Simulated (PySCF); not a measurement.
Z-matrix (Å, degrees):
```
B
O 1 1.3393
H 2 0.9681 1 114.42
O 1 1.3529 2 123.25 3 0.01
H 4 0.9599 1 114.54 2 180.00
```
Charge 0, spin multiplicity 2.

What highest occupied spin orbital, total energy and dipole moment does CAM-B3LYP-D3(BJ)/def2-TZVP run with PySCF 2.14.0 give?


The highest occupied spin orbital is -7.28 eV and the total energy comes out as -176.5445 Ha. The dipole moment is 1.68 D.
